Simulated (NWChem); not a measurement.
AlBrCl2; SMILES [Cl][Al]([Cl])[Br]

Program: NWChem. Pople sets run with spherical d functions. All runs use the structure optimised with B3LYP/6-31G* (spherical d). B3LYP is NWChem's, with the RPA form of VWN correlation. Ions are spin-unrestricted doublets at the neutral geometry; other ion states weren't tried.

Problem. Order these by “−ε(HOMO) (eV)”, lowest first: r2SCAN/6-31G*; CAM-B3LYP/6-31G*; PBE/6-31G*; B3LYP/6-31G*.

Solution. PBE/6-31G* (7.65), r2SCAN/6-31G* (8.03), B3LYP/6-31G* (8.67), CAM-B3LYP/6-31G* (10.27)
